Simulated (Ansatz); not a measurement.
Reaction (cleavage of the Si–Si bond): `C=C[SiH2][SiH2]Cl` + `O[SiH2]F` → `C=C[SiH2]O[SiH2]F` + `[SiH3]Cl`

Gas-phase electronic energies from Ansatz, PBE0-D4/def2-TZVP geometries. CCSD(T)/CBS is the MP2 limit (def2-TZVPP, def2-QZVPP) plus CCSD(T) − MP2 in def2-TZVPP, frozen cores. This one scheme is used for every species. Functionals use def2-TZVPP. HSE06 is defined as in plane-wave codes. Each species was taken in one conformer, which may not be the lowest.

| level | ΔE (kJ/mol) |
| --- | --- |
| revPBE-D4 | -83.1 |
| HSE06-D4 | -91.6 |
| CAM-B3LYP-D4 | -117.8 |
| BLYP | -104.5 |
| r2SCAN | -104.1 |
| MP2/def2-SVP | -112.6 |
| CCSD(T)/def2-SVP | -108.4 |
| HF/def2-TZVPP | -139.8 |

(1) What does CCSD(T)/CBS give? (An estimate is asked.)

Largest T1 diagnostic among the species: 0.012.

## Answers

(1) Computed: -110.2 kJ/mol. The listed levels differ from it by 27.1, 18.6, -7.6, 5.7, 6.1, -2.4, 1.8, -29.6 kJ/mol.

From BLYP to BHLYP (50 % exact exchange), in def2-TZVPP and without D4, ΔE moves by −19.8 kJ/mol. In def2-TZVPP, CCSD(T) changes the Hartree–Fock value by +28.8 kJ/mol (the triples alone add +4.5 kJ/mol) and MP2 by +24.4 kJ/mol.
